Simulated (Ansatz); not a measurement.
Born–Oppenheimer molecular dynamics of AlCl2H3SSi2 (9 atoms, charge 0, multiplicity 1). It goes on from the last frame of an earlier run, with new velocities.

Computed with RKS BLYP/def2-SVP in Ansatz 0.2.0.

```yaml
ensemble: NVT, Nosé–Hoover chain
time_step: 0.5 fs
steps_asked: 100
set_temperature: 1000 K
thermostat: time constant 100 fs, chain length 3 (defaults)
seed: 75960
```

Frames 0.5 fs apart, positions in Å.

Velocities at 0.0 fs (Å/ps):

```
Al 5.50 -1.86 -4.11
Si -7.80 1.42 -1.01
S 7.28 -5.50 3.39
Si 2.57 -4.26 0.75
Cl -6.21 -0.93 3.88
Cl -0.30 9.92 -2.59
H 20.23 -36.19 11.71
H 8.02 23.50 -13.82
H -32.21 0.34 -33.95
```

```xyz
9
Properties=species:S:1:pos:R:3 time_fs=0.0 energy_less_start_eV=0.000 T=1000
Al -0.217 -2.231 -0.277
Si 0.328 -0.167 0.921
S 1.985 1.031 -0.090
Si 0.007 1.739 -0.307
Cl -1.012 1.581 -2.160
Cl -0.540 3.631 0.394
H -1.756 -2.663 -0.075
H 0.967 -3.144 -0.821
H 0.281 0.021 2.465
9
Properties=species:S:1:pos:R:3 time_fs=0.5 energy_less_start_eV=-0.010 T=1011
Al -0.214 -2.232 -0.279
Si 0.324 -0.167 0.921
S 1.989 1.028 -0.088
Si 0.008 1.737 -0.306
Cl -1.015 1.581 -2.158
Cl -0.540 3.636 0.392
H -1.745 -2.682 -0.070
H 0.971 -3.132 -0.828
H 0.265 0.021 2.447
9
Properties=species:S:1:pos:R:3 time_fs=1.0 energy_less_start_eV=-0.016 T=1018
Al -0.212 -2.233 -0.281
Si 0.320 -0.166 0.920
S 1.992 1.026 -0.087
Si 0.009 1.735 -0.306
Cl -1.018 1.580 -2.156
Cl -0.540 3.641 0.391
H -1.734 -2.700 -0.065
H 0.975 -3.121 -0.836
H 0.249 0.021 2.429
9
Properties=species:S:1:pos:R:3 time_fs=1.5 energy_less_start_eV=-0.016 T=1018
Al -0.209 -2.234 -0.283
Si 0.316 -0.165 0.920
S 1.996 1.023 -0.085
Si 0.011 1.733 -0.305
Cl -1.021 1.580 -2.154
Cl -0.540 3.646 0.390
H -1.723 -2.718 -0.060
H 0.978 -3.109 -0.845
H 0.234 0.021 2.409
9
Properties=species:S:1:pos:R:3 time_fs=2.0 energy_less_start_eV=-0.010 T=1010
Al -0.206 -2.235 -0.285
Si 0.312 -0.164 0.919
S 2.000 1.020 -0.084
Si 0.012 1.730 -0.305
Cl -1.024 1.579 -2.152
Cl -0.540 3.651 0.389
H -1.712 -2.736 -0.057
H 0.982 -3.097 -0.854
H 0.218 0.020 2.389
9
Properties=species:S:1:pos:R:3 time_fs=2.5 energy_less_start_eV=0.003 T=997
Al -0.204 -2.236 -0.287
Si 0.308 -0.163 0.919
S 2.004 1.018 -0.082
Si 0.013 1.728 -0.305
Cl -1.027 1.579 -2.151
Cl -0.540 3.656 0.387
H -1.701 -2.754 -0.054
H 0.986 -3.086 -0.864
H 0.203 0.019 2.371
9
Properties=species:S:1:pos:R:3 time_fs=3.0 energy_less_start_eV=0.020 T=978
Al -0.201 -2.237 -0.288
Si 0.304 -0.163 0.918
S 2.007 1.015 -0.080
Si 0.013 1.726 -0.304
Cl -1.030 1.578 -2.148
Cl -0.540 3.661 0.386
H -1.689 -2.772 -0.052
H 0.990 -3.075 -0.875
H 0.189 0.019 2.354
9
Properties=species:S:1:pos:R:3 time_fs=3.5 energy_less_start_eV=0.039 T=957
Al -0.198 -2.238 -0.290
Si 0.300 -0.162 0.918
S 2.011 1.012 -0.079
Si 0.014 1.725 -0.304
Cl -1.033 1.578 -2.147
Cl -0.540 3.666 0.385
H -1.677 -2.791 -0.050
H 0.995 -3.064 -0.887
H 0.174 0.018 2.339
9
Properties=species:S:1:pos:R:3 time_fs=4.0 energy_less_start_eV=0.058 T=937
Al -0.196 -2.239 -0.292
Si 0.296 -0.161 0.917
S 2.015 1.009 -0.077
Si 0.015 1.723 -0.303
Cl -1.036 1.577 -2.145
Cl -0.540 3.670 0.383
H -1.665 -2.809 -0.049
H 0.999 -3.053 -0.899
H 0.160 0.018 2.328
9
Properties=species:S:1:pos:R:3 time_fs=4.5 energy_less_start_eV=0.073 T=920
Al -0.193 -2.240 -0.293
Si 0.292 -0.160 0.916
S 2.019 1.007 -0.075
Si 0.015 1.721 -0.303
Cl -1.039 1.577 -2.143
Cl -0.540 3.675 0.382
H -1.654 -2.827 -0.049
H 1.004 -3.043 -0.913
H 0.146 0.018 2.320
9
Properties=species:S:1:pos:R:3 time_fs=5.0 energy_less_start_eV=0.082 T=910
Al -0.190 -2.241 -0.295
Si 0.288 -0.160 0.915
S 2.023 1.004 -0.074
Si 0.016 1.719 -0.303
Cl -1.042 1.576 -2.141
Cl -0.540 3.680 0.381
H -1.642 -2.846 -0.049
H 1.010 -3.032 -0.927
H 0.132 0.019 2.316
9
Properties=species:S:1:pos:R:3 time_fs=5.5 energy_less_start_eV=0.085 T=907
Al -0.188 -2.242 -0.296
Si 0.284 -0.159 0.914
S 2.027 1.001 -0.072
Si 0.016 1.717 -0.302
Cl -1.045 1.576 -2.139
Cl -0.540 3.685 0.380
H -1.631 -2.864 -0.049
H 1.015 -3.022 -0.943
H 0.118 0.020 2.316
```

Of the whole run (50 fs, mean temperature of the second half 634 K): The conserved energy stayed within 0.068 meV per atom of its start (net change -0.016 meV per atom), so the integration is sound. The mean temperature of the second half is 37 % below the set value. A run of 0.05 ps of so small a system gives no equilibrium averages.

The run took 5.6 min on 2 threads of Arm Neoverse N1, with other jobs on the host, peak memory 0.18 GiB.
